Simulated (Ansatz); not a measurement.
C2H6ClNSi can be A, `C/C(Cl)=N\[SiH3]`, or B, `N/C=C/[SiH2]Cl`.

Program: Ansatz. Geometries: PBE0-D4/def2-TZVP. ΔE: electronic, gas phase. CBS: MP2 limit from def2 TZ/QZ plus the TZ coupled-cluster correction, frozen cores. Double bonds are as drawn, so ΔE can hold a change between cis and trans. Functionals use def2-TZVPP. B3LYP here is the variant with VWN-RPA as its local correlation; programs differ in this. One conformer a species, not always the lowest.

A:

```xyz
11

C    -0.140   -1.550    0.313
C    -0.867   -0.272    0.565
Cl   -2.349   -0.567    1.508
N    -0.600    0.889    0.232
Si    0.694    1.607   -0.658
H     0.765   -1.369   -0.267
H     0.120   -2.019    1.264
H    -0.790   -2.245   -0.222
H     0.096    2.303   -1.822
H     1.716    0.637   -1.150
H     1.355    2.586    0.237
```

B:

```xyz
11

N    -0.0626   -2.0001    0.9786
C     0.2178   -0.7316    0.5811
C    -0.3346   -0.0676   -0.4517
Si    0.2203    1.6117   -0.8761
Cl   -1.2400    3.0383   -0.5082
H     0.2450   -2.3117    1.8807
H    -0.8694   -2.4643    0.5994
H     1.0019   -0.2600    1.1700
H    -1.1215   -0.5535   -1.0258
H     0.5496    1.7774   -2.3131
H     1.3937    1.9615   -0.0348
```

(1) Which isomer does CCSD(T)/CBS put lower? Give the gap. (Best estimate.)

(2) Give E(B) − E(A) in kcal/mol with B3LYP, CCSD/def2-TZVPP, MP2/def2-TZVPP, HF/def2-TZVPP, CCSD(T)/def2-TZVPP, PBE0-D4, PBE-D4. (An estimate is asked.)

Largest T1 diagnostic: 0.012.

Answers

(1) Ansatz gave: B, by 24.4 kcal/mol.

(2) Computed: B3LYP -23.5, CCSD/def2-TZVPP -23.7, MP2/def2-TZVPP -23.6, HF/def2-TZVPP -25.2, CCSD(T)/def2-TZVPP -22.8, PBE0-D4 -25.1, PBE-D4 -23.1. None reverses the order clearly.

From PBE to PBE0 (25 % exact exchange), in def2-TZVPP and without D4, E(B) − E(A) moves by −2.0 kcal/mol. In def2-TZVPP, CCSD(T) changes the Hartree–Fock value by +2.4 kcal/mol (the triples alone add +0.9 kcal/mol) and MP2 by +1.6 kcal/mol.
